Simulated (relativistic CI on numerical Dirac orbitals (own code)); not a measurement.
# Slater and spin-orbit integrals, Os⁵²⁺

These numbers are calculated, not measured: Dirac-Coulomb-Breit CI, orbitals from a KLI potential per configuration, a model potential for QED, unscaled Slater integrals (own radial code, finite nucleus).

Slater integrals F^k, G^k are unscaled and averaged over j, outside the closed core [Ne]; ζ comes from projecting the Hamiltonian with its Breit term on Σ l·s of the shell.

- 3s2 3p6 3d6: F^2(3d,3d) = 617510, F^4(3d,3d) = 398810, ζ(3d) = 258120 cm⁻¹; <r>(3d) = 0.1654, <r^2>(3d) = 0.03171 (bohr units).
- 3s2 3p5 3d7: ζ(3p) = 1.9659e+06, F^2(3d,3d) = 616660, F^4(3d,3d) = 398230, F^2(3p,3d) = 534920, G^1(3p,3d) = 569800, G^3(3p,3d) = 380090, ζ(3d) = 256170 cm⁻¹; <r>(3p) = 0.1843, <r^2>(3p) = 0.03942, <r>(3d) = 0.1656, <r^2>(3d) = 0.03179 (bohr units).
- 3s2 3p4 3d8: F^2(3p,3p) = 529970, ζ(3p) = 1.9649e+06, F^2(3d,3d) = 615790, F^4(3d,3d) = 397640, F^2(3p,3d) = 534520, G^1(3p,3d) = 569820, G^3(3p,3d) = 379970, ζ(3d) = 254220 cm⁻¹; <r>(3p) = 0.1845, <r^2>(3p) = 0.03948, <r>(3d) = 0.1658, <r^2>(3d) = 0.03187 (bohr units).

(1) Give the Racah parameters of the d shell in 3s2 3p6 3d6.

Averages of the first 10 configurations, taken without configuration mixing, which lowers the lowest level and can move excited configurations by several eV; other configurations of the list can lie among them:

| Configuration | Parity | States | Average energy above the lowest level (eV) |
| --- | --- | --- | --- |
| 3s2 3p6 3d6 | even | 210 | 139.3 |
| 3s2 3p5 3d7 | odd | 720 | 665.9 |
| 3s2 3p4 3d8 | even | 675 | 1201.2 |
| 3s 3p6 3d7 | even | 240 | 1152.7 |
| 3p6 3d8 | even | 45 | 2177.6 |
| 3s 3p5 3d8 | odd | 540 | 1677.7 |
| 3s2 3p6 3d5 4s | even | 504 | 2069.8 |
| 3s2 3p6 3d5 4p | odd | 1512 | 2254.5 |
| 3s2 3p4 3d7 4s | even | 3600 | 3111.3 |
| 3s2 3p6 3d5 4d | even | 2520 | 2457.3 |

## Answers

(1) B = F²/49 − 5F⁴/441 = 8081 cm⁻¹ and C = 35F⁴/441 = 31651 cm⁻¹.
